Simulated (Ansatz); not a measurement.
One change: `FC[SiH](F)Cl` becomes `C[C@H](F)[Si@H](F)Cl`.

Ansatz, PBE0-D4/def2-TZVP geometries, multiplicity 1. Each molecule was computed in one conformer, which needn't be the lowest.

```
                                        property  `FC[SiH](F)Cl`
         HOMO–LUMO gap (ωB97M-V/def2-TZVPP) / eV           13.24
  size of the dipole moment (PBE/def2-TZVPP) / D            1.37
             LUMO energy (B3LYP/def2-TZVPP) / eV           -0.11
size of the dipole moment (B3LYP/def2-TZVPP) / D            1.47
              LUMO energy (PBE0/def2-TZVPP) / eV            0.13
             HOMO energy (B3LYP/def2-TZVPP) / eV           -8.74
```

Problem. What does the change do to each property? (Estimate.)

Solution. Ansatz gave: 
| property | `C[C@H](F)[Si@H](F)Cl` | shift |
| --- | --- | --- |
| HOMO–LUMO gap (ωB97M-V/def2-TZVPP) / eV | 12.82 | -0.42 |
| size of the dipole moment (PBE/def2-TZVPP) / D | 1.64 | 0.27 |
| LUMO energy (B3LYP/def2-TZVPP) / eV | -0.11 | 0.00 |
| size of the dipole moment (B3LYP/def2-TZVPP) / D | 1.68 | 0.21 |
| LUMO energy (PBE0/def2-TZVPP) / eV | 0.11 | -0.02 |
| HOMO energy (B3LYP/def2-TZVPP) / eV | -8.40 | 0.34 |

Dipoles are sizes alone; their direction can turn.

B3LYP here is the variant with VWN-RPA as its local correlation; programs differ in this.
